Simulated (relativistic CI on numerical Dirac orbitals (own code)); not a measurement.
Cu⁴⁺ in a cubic cluster: 1s photoemission with charge transfer

Computed with a charge-transfer multiplet model of a cubic metal-ligand cluster with up to 2 ligand holes, Slater and spin-orbit integrals from Dirac-Coulomb-Breit ions, Slater integrals scaled by 0.8. The ground state mixes d7 with configurations of k ligand holes L, whose averages lie at kΔ + k(k − 1)U_dd/2; a core hole lowers each added d electron by U_cd. 300 K, Lorentzian 1.1 eV and Gaussian 0.6 eV FWHM.

Atomic integrals in eV (Slater integrals scaled, ζ unscaled), ground: F2dd 11.838, F4dd 7.422, zeta_d 0.120; with the core hole: F2dd 13.094, F4dd 8.239, zeta_d 0.161, G2cd 0.084.

Cluster parameters (eV): Δ = 1, U_dd = 7.3, 10Dq = 1.9, 10Dq(ligand) = 0.4, V(eg) = 2.55, V(t2g) = -1.31, final-state hopping factor = 0.8.

```
         Case   n_d    d7   d8L  d9L2     S
U_cd = 6.3 eV  7.60  0.45  0.50  0.05  0.54
U_cd = 6.9 eV  7.60  0.45  0.50  0.05  0.54
U_cd = 7.5 eV  7.60  0.45  0.50  0.05  0.54
U_cd = 8.1 eV  7.60  0.45  0.50  0.05  0.54
U_cd = 9.9 eV  7.60  0.45  0.50  0.05  0.54
```

Weights, n_d and S are thermal averages at 300 K. Binding energies count from the first peak over 30 % of the highest in each spectrum, which can be another peak from case to case. The parameters are a model scan and need not match a compound or its usual spin state. Peaks in eV (height, largest 100):
- U_cd = 6.3 eV: 0.0 (100), 8.0 (18)
- U_cd = 6.9 eV: 0.0 (100), 8.1 (20), 12.3 (6)
- U_cd = 7.5 eV: 0.0 (100), 8.1 (21), 12.6 (8)
- U_cd = 8.1 eV: 0.0 (100), 8.1 (22), 13.0 (11)
- U_cd = 9.9 eV: 0.0 (100), 8.0 (25), 14.9 (19)

Curve for U_cd = 8.1 eV (points under 2 left out, the grid thinned):

E (eV), Intensity and a bar:
```
     -3.7        2.7 
     -3.3        3.3 
     -2.9        4.3 #
     -2.5        5.7 #
     -2.0        8.8 ##
     -1.6       13.5 ####
     -1.2       22.9 ######
     -0.8       43.0 #############
     -0.4       78.4 #######################
      0.0      100.0 ##############################
      0.5       65.6 ###################
      0.9       34.9 ##########
      1.3       19.6 #####
      1.7       12.3 ###
      2.1        8.6 ##
      2.5        6.8 #
      3.0        5.7 #
      3.4        4.7 #
      3.8        3.8 #
      4.2        3.3 
      4.6        3.0 
      5.0        2.8 
      5.5        3.0 
      5.9        3.5 
      6.3        4.6 #
      6.7        7.0 ##
      7.1       11.0 ###
      7.5       16.4 ####
      7.9       21.5 ######
      8.4       20.1 ######
      8.8       13.9 ####
      9.2        8.6 ##
      9.6        5.7 #
     10.0        4.2 #
     10.4        3.3 
     10.9        2.8 
     11.3        3.0 
     11.7        3.9 #
     12.1        5.4 #
     12.5        7.8 ##
     12.9       10.6 ###
     13.4        9.0 ##
     13.8        5.4 #
     14.2        3.1 
     14.6        2.0
```

For the case U_cd = 8.1 eV, Δ = 1 eV is smaller than U_dd = 7.3 eV, the charge-transfer side of the Zaanen-Sawatzky-Allen scheme. With the core hole the configuration with one ligand hole lies at Δ − U_cd = -5.3, -5.9, -6.5, -7.1, -8.9 eV from the one without, in the order of the table; where this is negative the screened configuration lies lower.

With at most 2 ligand holes the space is cut while the next configuration still counts, so covalency is underestimated, and a final configuration with one more ligand hole, which can lie low, is missing from the spectra.
